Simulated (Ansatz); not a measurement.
C₂H₆FMoNO, SMILES `C[N]=[Mo]([CH3])(=[O])[F]`, relaxed with RKS PBE-D4/def2-SVP in Ansatz from a rough embedded geometry. The force threshold is 0.03 eV/Å; the program also tests the step.

The species carries charge 0 and has multiplicity 1. Mo takes the def2 core potential.

Start:

```xyz
12

C     0.184    1.812    0.956
N     1.176    0.864    0.513
Mo    0.749   -0.429   -0.839
C    -0.946   -1.703   -0.109
O     0.346    0.374   -2.381
F     2.341   -1.644   -1.091
H    -0.012    1.716    1.992
H    -0.715    1.629    0.318
H     0.621    2.872    0.698
H    -1.068   -2.520   -0.780
H    -1.882   -1.001   -0.197
H    -0.794   -1.972    0.922
```

Task: How much energy does the relaxation release, and in how many steps? (An estimate is asked.)

Result: Ansatz gave: 200.59 kJ/mol, in 14 steps.

Task: Which bonds change most? (Best estimate.)

Result: The calculation gave: N2–Mo3 from 1.919 to 1.741 Å; Mo3–F6 from 2.019 to 1.878 Å; Mo3–C4 from 2.242 to 2.113 Å; Mo3–O5 from 1.784 to 1.698 Å.

Task: Give the relaxed structure. (Estimate.)

Result: Ansatz gave: 
```xyz
12

C     0.282    2.030    0.891
N     0.530    0.709    0.424
Mo    0.563   -0.493   -0.835
C    -0.865   -1.904   -0.174
O    -0.086    0.218   -2.233
F     2.271   -1.256   -1.004
H    -0.380    1.998    1.785
H    -0.213    2.660    0.116
H     1.230    2.525    1.200
H    -0.960   -2.700   -0.943
H    -1.859   -1.443   -0.009
H    -0.514   -2.343    0.783
```
